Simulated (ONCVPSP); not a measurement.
**Potentials for O compared**

Generated with ld1.x 7.5 (TM, RRKJ, ultrasoft, PAW), atompaw 4.2 or ONCVPSP 4.0.1. The cutoff is in Ry: for ld1.x and atompaw files where the sum of valence levels is converged to 10 mRy in a Bessel basis, for ONCV files where the hardest occupied wave has 1 mHa per electron of residual kinetic energy. The error is the largest all-electron minus pseudo excitation energy over each file’s own four to seven test configurations (ionisations up to +4, promotions, holes and added fractions of an electron), all of which were solved. The labels leave out finer settings (local radius, basis sizes, second energies), which also bear on the numbers. Spin-polarised tests are not counted. The rows are a selection from randomly drawn settings: files with unsolved tests, undetermined cutoffs or missed reference levels are left out.

A true bound ghost makes a file unfit for plane-wave use even where its test errors are small: the radial tests pick states by their node count and pass the ghost by.

```tsv
potential	cutoff (Ry)	largest error (meV)	bound ghosts
ONCV, PBE, scalar-relativistic, rc 0.85/1.90/1.55 (spd), local smoothed, core correction yes, reference 2s2 2p4, qcut 8.2/7.3/5.6, projectors 3/2/2	80	+2234	s
ONCV, PBEsol, scalar-relativistic, rc 0.70/1.20 (sp), local smoothed, core correction no, reference 2s2 2p4, qcut 8.4/10.7, projectors 2/2	88	+318	none
ONCV, LDA (Perdew-Wang 92), scalar-relativistic, rc 0.60/1.90/1.70 (spd), local smoothed, core correction no, reference 2s1.75 2p4.25, qcut 11.1/7.5/5.1, projectors 2/1/2	1082	+2250	s
ONCV, LDA (Perdew-Wang 92), scalar-relativistic, rc 1.00/1.00 (sp), local p, core correction yes, reference 2s2 2p3.75, qcut 8.1/12.6, projectors 2/0	112	+214	none
ONCV, LDA (Perdew-Zunger), scalar-relativistic, rc 0.80/1.10/0.80 (spd), local d, core correction yes, reference 2s2 2p3, qcut 6.4/14.1/11.1, projectors 2/2/0	427	+376	none
ONCV, PBE, scalar-relativistic, rc 0.75/1.45/1.10 (spd), local smoothed, core correction yes, reference 2s2 2p4, qcut 7.3/12.1/8.4, projectors 3/2/1	266	+501	s
ONCV, PBEsol, scalar-relativistic, rc 0.85/1.60/1.35 (spd), local s, core correction yes, reference 2s2 2p3.5, qcut 9/10.9/6.7, projectors 0/2/1	71	+114	none
ONCV, PBEsol, scalar-relativistic, rc 0.70/1.40/1.30 (spd), local smoothed, core correction yes, reference 2s2 2p2, qcut 8.4/9.2/7.4, projectors 2/2/3	135	+835	none
```

Problem. Fill in the row for O: ONCV, LDA (Perdew-Wang 92), scalar-relativistic, rc 0.70/1.60 (sp), local smoothed, core correction yes, reference 2s2 2p2, qcut 7.9/8.5, projectors 2/1.

Solution. cutoff 158 Ry, largest error +1508 meV, bound ghosts: none.
